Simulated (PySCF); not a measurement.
Löwdin shares of the frontier orbitals

Compound: C3H8O2SSi.
Geometry (GFN2-xTB, Å), atoms numbered from 1 in this order:
```xyz
15
C3H8O2SSi angstrom
C      2.4831    1.2706    0.7893
O      1.5973    0.1839    1.0417
C      0.7421   -0.1364    0.0710
O      0.6894    0.4431   -0.9889
Si    -0.4170   -1.5682    0.5991
S     -2.3834   -0.7356    0.7341
C     -2.5558    0.0234   -0.9188
H      1.9176    2.1495    0.4736
H      3.0096    1.4626    1.7201
H      3.1860    1.0017   -0.0015
H     -0.3837   -2.5866   -0.4474
H     -0.0870   -2.0122    1.9377
H     -3.4132    0.6855   -0.8689
H     -1.6603    0.5839   -1.1652
H     -2.7292   -0.7570   -1.6525
```

Theory: TDDFT PBE0/def2-SVPD, vertical, gas phase, core orbitals frozen in the response in PySCF 2.14.0, density-fitted response routines.

Frontier orbitals with the atoms that hold most of them (Löwdin shares over 4%, at most four atoms; ? is withheld):

```csv
orbital,ε (eV),atoms
HOMO-3,-9.14,"O2 43%, O4 29%, C1 10%, C3 7%"
HOMO-2,-8.84,"S6 50%, Si5 14%, O4 10%, C7 10%"
HOMO-1,-8.03,?
HOMO,?,?
LUMO,-0.97,"C3 29%, O4 21%, Si5 17%, O2 14%"
LUMO+1,0.31,"S6 36%, Si5 18%, C7 15%, H12 7%"
LUMO+2,0.52,"Si5 23%, S6 14%, C3 12%, C1 12%"
```

Task: Give the leading atoms of the HOMO-1.

Result: O4 (bonded to C) 43%; S6 (bonded to C and Si) 18%; Si5 (bonded to C, S and 2 H) 11%; C3 (bonded to 2 O and Si) 10%.

Task: Which atoms hold the HOMO, and with what shares?

Result: S6 (bonded to C and Si) 64%; C7 (bonded to S and 3 H) 9%; Si5 (bonded to C, S and 2 H) 9%; O4 (bonded to C) 6%.

Task: What is the HOMO energy, and the HOMO–LUMO gap?

Result: ε(HOMO) = -6.86 eV; the gap is 5.89 eV (0.2166 hartree).

Task: The HOMO–LUMO gap is 5.89 eV. Where does the response calculation put the lowest singlet, and from which orbitals?

Result: S1 is at 4.55 eV (f = 0.017), 1.34 eV below the gap, made of HOMO→LUMO (90%). Without the coupling terms of the response equations the lowest excitation would equal the gap.

Task: Give energy, strength and leading configuration of S1, S2 and S3, and follow the Löwdin shares of the leading atoms from the occupied to the empty orbital.

Result: 
- S1 (4.55 eV, f 0.017), HOMO→LUMO (90%): S6 64% → at most 14%, C7 9% → at most 14%, C3 at most 6% → 29%, O4 6% → 21%
- S2 (5.28 eV, f 0.0063), HOMO-1→LUMO (82%): O4 43% → 21%, S6 18% → at most 14%, C3 10% → 29%
- S3 (5.72 eV, f 0.0003), HOMO→LUMO+1 (89%): S6 64% → 36%, C7 9% → 15%, Si5 9% → 18%

One conformer stands for the species.
